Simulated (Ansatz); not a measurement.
Reaction (redistribution): `[SiH3][SiH2]B[SeH]` + `FCC[SiH3]` → `FB[SiH2][SiH3]` + `[SiH3]CC[SeH]`

Computed with Ansatz on PBE0-D4/def2-TZVP structures; ΔE is electronic, products minus reactants. CCSD(T)/CBS is the MP2 limit (def2-TZVPP, def2-QZVPP) plus CCSD(T) − MP2 in def2-TZVPP, frozen cores. Functionals use def2-TZVPP. For Se outer-core shells are correlated without core-valence functions, which leaves a few kJ/mol of doubt a bond. Scalar relativity is left out up to krypton. Each species was taken in one conformer, which may not be the lowest.

```
             level  ΔE (kJ/mol)
            PBE-D4        -57.1
            B2PLYP        -67.8
            r2SCAN        -58.8
              PBE0        -59.8
     HF/def2-TZVPP        -72.1
     HF/def2-QZVPP        -73.6
    MP2/def2-QZVPP        -71.4
SCS-MP2/def2-QZVPP        -72.2
```

**Question.** What does CCSD(T)/CBS give? (Best estimate.)

**Answer.** Computed: -65.0 kJ/mol. The listed levels differ from it by 7.9, -2.8, 6.2, 5.2, -7.1, -8.6, -6.4, -7.2 kJ/mol.

Largest T1 diagnostic among the species: 0.015.

CCSD(T)/CBS has its own doubt, a few kJ/mol and more with outer-core shells, so smaller differences from it don't rank the levels.
